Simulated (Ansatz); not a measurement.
```yaml
crystal:
  periodic: [false, false, false]
  atoms:
    - {symbol: C, position_ang: [-6.619090, -0.275473, -0.248440]}
    - {symbol: C, position_ang: [-5.684176, -0.943499, 0.310545]}
    - {symbol: C, position_ang: [-4.192108, -0.831934, 0.363316]}
    - {symbol: C, position_ang: [-3.715873, 0.378286, -0.333109]}
    - {symbol: C, position_ang: [-2.293884, 0.838183, -0.145192]}
    - {symbol: C, position_ang: [-1.425023, -0.275279, -1.108645]}
    - {symbol: C, position_ang: [0.170486, -0.004663, -1.161805]}
    - {symbol: C, position_ang: [1.031258, -0.190054, 0.189086]}
    - {symbol: C, position_ang: [2.345671, 0.530025, -0.144611]}
    - {symbol: C, position_ang: [3.243773, 0.189539, 1.387915]}
    - {symbol: C, position_ang: [4.418985, 0.505655, 1.394635]}
    - {symbol: C, position_ang: [5.248946, -0.567480, 0.506221]}
    - {symbol: C, position_ang: [6.019282, -0.336621, -0.553907]}
    - {symbol: H, position_ang: [-7.402401, -0.412014, -0.102296]}
    - {symbol: H, position_ang: [-6.339789, 0.532354, -0.659410]}
    - {symbol: H, position_ang: [-5.830998, -2.078739, 0.674907]}
    - {symbol: H, position_ang: [-3.723686, -1.669283, -0.337488]}
    - {symbol: H, position_ang: [-3.591423, -0.733406, 1.213055]}
    - {symbol: H, position_ang: [-3.887480, 1.452153, 0.308742]}
    - {symbol: H, position_ang: [-3.741813, 0.668549, -1.362141]}
    - {symbol: H, position_ang: [-1.887544, 1.821069, -0.325470]}
    - {symbol: H, position_ang: [-1.905346, 0.591631, 1.054673]}
    - {symbol: H, position_ang: [-1.353469, -1.031257, -0.631618]}
    - {symbol: H, position_ang: [-1.675803, -0.223294, -2.082974]}
    - {symbol: H, position_ang: [0.241772, 1.297034, -1.749896]}
    - {symbol: H, position_ang: [0.702843, -0.695709, -1.766268]}
    - {symbol: H, position_ang: [0.282273, 0.718865, 0.866202]}
    - {symbol: H, position_ang: [1.021379, -1.164594, 0.434266]}
    - {symbol: H, position_ang: [2.587526, 1.399578, -0.607865]}
    - {symbol: H, position_ang: [2.784816, -0.232196, -0.721573]}
    - {symbol: H, position_ang: [2.790487, 1.016275, 1.924325]}
    - {symbol: H, position_ang: [3.217311, -0.731995, 1.907448]}
    - {symbol: H, position_ang: [5.161078, 0.554380, 2.371683]}
    - {symbol: H, position_ang: [4.858493, 1.624293, 0.990496]}
    - {symbol: H, position_ang: [5.414817, -1.537694, 0.779918]}
    - {symbol: H, position_ang: [6.431401, -0.850145, -1.194065]}
    - {symbol: H, position_ang: [6.142650, 0.609316, -1.068234]}
basis:
  gaussian: {orbitals: aug-cc-pVDZ}
hamiltonian: {xc: {name: PBE0}, dispersion: d3bjatm}
scf: {lower_state_search: full}
output: {forces: true}
```

```sh
$ ansatz run in.yaml --threads 4 --pin off --events-out ev --progress --plain --max-ram 6963MiB
```

Shortened log:

```
Functional definition: PBE0
4566 factors; their error is unknown
mean field evaluation 1: about -13803.0996 eV, gradient 1.2e2 eV
mean field evaluation 2: about -13779.5183 eV, gradient 1.5e2 eV
mean field evaluation 4: about -13838.6481 eV, gradient 1.3e1 eV
mean field evaluation 8: about -13839.0647 eV, gradient 3.1e-1 eV
mean field evaluation 16: about -13839.0258 eV, gradient 5.6e-3 eV
mean field -13839.02575013 eV, -508.5748158888 hartree, gradient 2.1e-5 eV, S^2 0.000000; 0 other end points of the search recorded, 0 dependent functions left out
reference -13839.02592458 eV, -508.5748222998 hartree; 51, 51 occupied and 464, 464 virtual orbitals, 4566 factors
Total energy: -13839.84279797 eV, -508.6048418432 hartree
Atom 0 at    -6.619090    -0.275473    -0.248440 Å, force    18.911243     0.837444    -1.606898 eV/Å
Atom 1 at    -5.684176    -0.943499     0.310545 Å, force     3.280508    -6.909986     3.015999 eV/Å
Atom 2 at    -4.192108    -0.831934     0.363316 Å, force     0.387618    -0.103730    -5.349862 eV/Å
Atom 3 at    -3.715873     0.378286    -0.333109 Å, force     1.236343     7.395648     2.361239 eV/Å
Atom 4 at    -2.293884     0.838183    -0.145192 Å, force     5.033624    -6.029493     1.722813 eV/Å
Atom 5 at    -1.425023    -0.275279    -1.108645 Å, force     3.432362    12.444424    -0.373793 eV/Å
Atom 6 at     0.170486    -0.004663    -1.161805 Å, force    -1.201673     3.649664     0.242721 eV/Å
Atom 7 at     1.031258    -0.190054     0.189086 Å, force    -4.586121    11.159147    -2.464366 eV/Å
Atom 8 at     2.345671     0.530025    -0.144611 Å, force     0.895634    -7.423959     5.827846 eV/Å
Atom 9 at     3.243773     0.189539     1.387915 Å, force   -16.942901     0.670718    -1.455467 eV/Å
Atom 10 at     4.418985     0.505655     1.394635 Å, force    23.593178     5.200724    -2.122856 eV/Å
Atom 11 at     5.248946    -0.567480     0.506221 Å, force     0.807338     3.688618    -0.480623 eV/Å
Atom 12 at     6.019282    -0.336621    -0.553907 Å, force    -4.637698     7.245221     4.896613 eV/Å
Atom 13 at    -7.402401    -0.412014    -0.102296 Å, force   -23.112514    -4.670806     3.541643 eV/Å
Atom 14 at    -6.339789     0.532354    -0.659410 Å, force     1.884304     6.742369    -3.392245 eV/Å
Atom 15 at    -5.830998    -2.078739     0.674907 Å, force    -0.805170     2.509799    -0.131108 eV/Å
Atom 16 at    -3.723686    -1.669283    -0.337488 Å, force    -0.989199     0.854346     1.753522 eV/Å
Atom 17 at    -3.591423    -0.733406     1.213055 Å, force     0.129950    -0.829448     2.503947 eV/Å
Atom 18 at    -3.887480     1.452153     0.308742 Å, force    -2.023577    -2.499895    -1.485966 eV/Å
Atom 19 at    -3.741813     0.668549    -1.362141 Å, force    -1.724769    -0.570231    -1.188478 eV/Å
Atom 20 at    -1.887544     1.821069    -0.325470 Å, force    -0.694464     0.780803    -0.509315 eV/Å
Atom 21 at    -1.905346     0.591631     1.054673 Å, force    -0.998754     0.639732    -3.117039 eV/Å
Atom 22 at    -1.353469    -1.031257    -0.631618 Å, force    -0.613736   -11.050291     5.802540 eV/Å
Atom 23 at    -1.675803    -0.223294    -2.082974 Å, force    -1.727213    -0.346499    -3.387135 eV/Å
Atom 24 at     0.241772     1.297034    -1.749896 Å, force     0.380255    -3.813232     1.892497 eV/Å
Atom 25 at     0.702843    -0.695709    -1.766268 Å, force     0.084141    -0.684071    -1.876976 eV/Å
Atom 26 at     0.282273     0.718865     0.866202 Å, force     2.345696    -3.379477    -0.782746 eV/Å
Atom 27 at     1.021379    -1.164594     0.434266 Å, force     0.320585    -3.524938     1.571179 eV/Å
Atom 28 at     2.587526     1.399578    -0.607865 Å, force    -0.177925     3.455973    -0.724921 eV/Å
Atom 29 at     2.784816    -0.232196    -0.721573 Å, force     1.278036    -1.016209    -1.542938 eV/Å
Atom 30 at     2.790487     1.016275     1.924325 Å, force    -1.409121    -0.286027     1.120898 eV/Å
Atom 31 at     3.217311    -0.731995     1.907448 Å, force    -1.741771    -1.686504     0.079732 eV/Å
Atom 32 at     5.161078     0.554380     2.371683 Å, force    -2.314189    -0.522659    -1.303109 eV/Å
Atom 33 at     4.858493     1.624293     0.990496 Å, force    -1.715587    -2.654542     0.482301 eV/Å
Atom 34 at     5.414817    -1.537694     0.779918 Å, force    -0.687954    -3.154744     1.688312 eV/Å
Atom 35 at     6.431401    -0.850145    -1.194065 Å, force     4.690160    -7.589147    -5.835627 eV/Å
Atom 36 at     6.142650     0.609316    -1.068234 Å, force    -0.586640     1.471258     0.627664 eV/Å
Dipole moment:    -0.037591    -0.080858    -0.045887 e Å
```

Run time 63 s (4 threads of Arm Neoverse V1 on a shared host), peak host memory 2.4 GiB.
